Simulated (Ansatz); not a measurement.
Which method gave which barrier?

Saddle point of SnH6SeS, closed shell (SnH₄S ([SH][SnH3]) + H₂Se → SnH₄Se ([SeH][SnH3]) + H₂S; bonds formed: Sn1–Se7, S2–H6; bonds broken: Sn1–S2, H6–Se7), PBE0-D4/def2-TZVP structure:

Sn1  (-0.932, -0.642, -0.054)
S2  (1.142, 0.083, 1.519)
H3  (-0.613, -1.769, -1.291)
H4  (-1.409, -1.596, 1.308)
H5  (-2.188, 0.496, -0.243)
H6  (1.296, 0.895, 0.229)
Se7  (0.701, 1.272, -1.542)
H8  (0.398, 1.043, 2.096)
H9  (1.605, 0.219, -2.022)
(Å)

Computed with Ansatz 0.2.0 (basis: def2-TZVPP, with def2-QZVPP for the basis limit); correlated methods freeze the cores. Filled d shells of the heavier atoms are correlated. Core potentials replace the inner electrons of the atoms past krypton. The def2 sets are not built for correlating such inner shells, so the correlated values are less sure here. Extrapolation: Hartree–Fock as exp(−7.88 √X), correlation as X^−2.97. Four methods, as single points on the PBE0-D4 structures, gave these electronic barriers from the start structure: 13.86, 21.09, 29.67, 42.69 kcal/mol.

Task: The methods were, in alphabetical order, CCSD(T), HF, r2SCAN-D4, SPW92. Which gave which? (Judge from chemistry; the calculation decides.)

Result: Computed: SPW92 13.86; r2SCAN-D4 21.09; CCSD(T) 29.67; HF 42.69 kcal/mol. For comparison, CCSD(T) at an estimated basis limit (MP2 extrapolated from triple and quadruple zeta, plus CCSD(T) − MP2 in triple zeta) gives 27.12 kcal/mol.

T1 diagnostic: at most 0.013.

Labels in which every atom is bracketed show which atoms are joined, not bond orders.

For scale, one of the runs: CCSD(T)/def2-TZVPP, 224 basis functions, launched by `ansatz run in.yaml --threads 8 --pin off --events-out ev --progress --plain --max-ram 19148MiB`. The run took 85 s on 8 CPU threads of an Arm Neoverse V2 (shared host), with 3.9 GiB of host memory at its peak.
